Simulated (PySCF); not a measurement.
A calculated (BP86, PySCF 2.14, jorge-DZP-DKH, scalar relativity by spin-free X2C-1e) atom or ion has these occupied shells.

```
shell  electrons  orbital energy (eV)  rms radius, mean of both spins (bohr)
 1s α          1              -211.49                                  0.380
 1s β          1              -210.80                                  0.380
 2s α          1              -32.650                                   1.76
```

Question: Name the element and its charge.

Answer: B(2+) (boron, charge +2), in [He] 2s1, 2S determinant.
